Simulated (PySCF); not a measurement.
## Static response to an electric field

Species: 1,4-bis(dimethylsilyl)benzene, C₁₀H₁₈Si₂.
Geometry (PBE0-D3(BJ)/def2-SVP, Å), atoms numbered from 1 in this order:
```
atom  x, y, z in Å
C1    -4.065    1.127    0.461
Si2   -3.286   -0.556    0.143
C3    -3.851   -1.249   -1.510
C4    -1.406   -0.405    0.186
C5    -0.761    0.118    1.320
C6     0.623    0.245    1.369
C7     1.429   -0.146    0.287
Si8    3.302    0.061    0.371
C9     3.733    1.890    0.462
C10    4.120   -0.742   -1.118
C11    0.787   -0.672   -0.841
C12   -0.602   -0.798   -0.891
H13   -3.691    1.567    1.399
H14   -5.160    1.045    0.539
H15   -3.828    1.825   -0.357
H16   -3.712   -1.488    1.239
H17   -3.587   -0.570   -2.336
H18   -3.397   -2.231   -1.713
H19   -4.945   -1.378   -1.516
H20   -1.352    0.432    2.187
H21    1.085    0.654    2.274
H22    3.789   -0.605    1.624
H23    3.245    2.368    1.325
H24    3.397    2.412   -0.448
H25    4.820    2.037    0.561
H26    3.823   -0.242   -2.053
H27    5.216   -0.675   -1.035
H28    3.852   -1.807   -1.198
H29    1.377   -0.993   -1.705
H30   -1.061   -1.213   -1.794
```

Level: CAM-B3LYP/def2-SVPD (PySCF), static field, nuclei fixed, core orbitals frozen in the response. The polarisability tensor in these axes (au):

```
x   225.03   7.02   0.38
y     7.02 139.30  16.97
z     0.38  16.97 154.99
```

Question: What are the eigenvalues, a third of the trace, and Δα (Δα² = ½Σ(αi − αj)² over the three pairs)?

Answer: Principal values 128.11, 165.56 and 225.64 au; mean 173.10 au = 25.65 Å³ = 28.54 × 10⁻⁴⁰ C²·m²/J; Δα = 85.22 au (49 % of the mean).

Question: What is the dipole moment, and where does it point?

Answer: (-0.01, 0.58, -0.89) D, 1.06 D in size, pointing from the negative to the positive side. Measured along this direction, the outermost atoms are H16 and H22 at the negative end and H17 and H24 at the positive end.

Question: Sum over states: ᾱ = Σ f/ω², ω in Eh. What share falls to these 10 lowest TDDFT singlets (eV, f)? 5.25, 0.0025; 5.76, 0.2627; 6.28, 0.0115; 6.64, 0.0218; 6.67, 0.2285; 6.71, 1.0597; 7.09, 0.0189; 7.16, 0.0033; 7.38, 0.0003; 7.45, 0.0001.

Answer: They add up to 28.07 au, 16.2 % of the 173.10 au; the largest single term is 17.43 au, from the state at 6.71 eV. Terms in order: 0.07, 5.86, 0.22, 0.37, 3.81, 17.43, 0.28, 0.05, 0.00, 0.00 au. Higher excitations give the rest. The strengths listed sum to 1.609.

Question: Traceless (Buckingham) quadrupole moment about the centre of nuclear charge: eigenvalues?

Answer: -7.72, 3.33, 4.40 D·Å. The values depend on the origin, since the dipole doesn't vanish. The electronic extent ⟨r²⟩ about the same centre is 4291 bohr², a root-mean-square distance of 3.37 Å for the 106 electrons.

Question: Find the Langevin capture rate constant for H3+ (3.023 u) meeting this molecule (194.095 u), k = 2.342 × 10⁻⁹ cm³/s × √(α in Å³ / reduced mass in u).

Answer: The reduced mass is 2.98 u, so k = 6.87 × 10⁻⁹ cm³/s. The formula leaves out the permanent dipole, which adds to the capture rate.

Question: Rayleigh depolarisation ratio (linearly polarised light, static tensor)?

Answer: ρ = 3Δα²/(45ᾱ² + 4Δα²) = 21787.2/(1348435 + 29049.6) = 0.0158.

One conformer (not necessarily the lowest) at the PBE0-D3(BJ)/def2-SVP geometry, without solvent, vibrations or thermal averaging.

These values come from a run that also computed excited states. Time: 4.8 min wall; peak memory 2.9 GiB. Hardware: an Arm Neoverse V2 with one thread, shared host with 96 logical CPUs at a one-minute load of 36.
